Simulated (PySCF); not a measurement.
Structure elucidation problem

Molecular formula: C₆H₅FSi. Simulated spectra:

1H NMR (400 MHz, computed): δ 6.34 (m, 1H), 4.81 (m, 2H), 3.13 (d, 1H), 2.01 (t, 1H).

13C{1H} NMR (computed): δ 188.4 (C), 114.8 (CH), 105.4 (CH), 97.9 (CH), 83.0 (C), 81.7 (C).

Level of theory: geometry: GFN2-xTB, shieldings: GIAO PBE0/pcSseg-1, in PySCF 2.14 (no solvent, one conformer, relativity neglected, fast rotation and ring inversion assumed for equivalent nuclei).

Referencing at the same level of theory: 1H (31.72 ppm), 13C (186.93 ppm) against TMS.

Task: Deduce the structure.

Result: 
Rings plus π bonds: 5 (no ring in the answer). 6 carbon signals for 6 carbons: no two carbons are equivalent. Carbon types of the structure: 3 × C, 3 × CH, leaving 2 H on heteroatoms. δC 188.4: fully substituted alkene carbon. δC 114.8: alkene CH; as expected for a trigonal carbon in a double bond. δC 105.4, 97.9: terminal alkyne carbon. δC 83.0, 81.7: alkyne carbon; sp carbons lie upfield of alkene carbons because the cylindrical π system leaves one tensor component strongly shielded. δH 6.34: hydrogen on an alkene CH; olefinic region. δH 4.81: hydrogen on a silicon bonded to 2 C. δH 3.13, 2.01: hydrogen on a terminal alkyne carbon; it lies on the axis of the triple bond, in its shielding cone.

Structure: SMILES C#C/C=C(/F)[SiH2]C#C.

This is the structure that produced the data.

Splittings by 19F in the carbon and heteronuclear signals aren't shown, as no couplings were computed. Shifts are as computed. Against solution values, carbons near 30 ppm lie about +3 ppm off and those near 130 ppm about +5 ppm. Of 1211 compounds with measured shifts, 218 miss one by over three times the rms of a fit or turn the order of signals round; such compounds aren't used in these exercises. Multiplicities follow the n + 1 count of equivalent neighbours, as no J values were calculated; m marks all less simple cases, F and P coupling included.
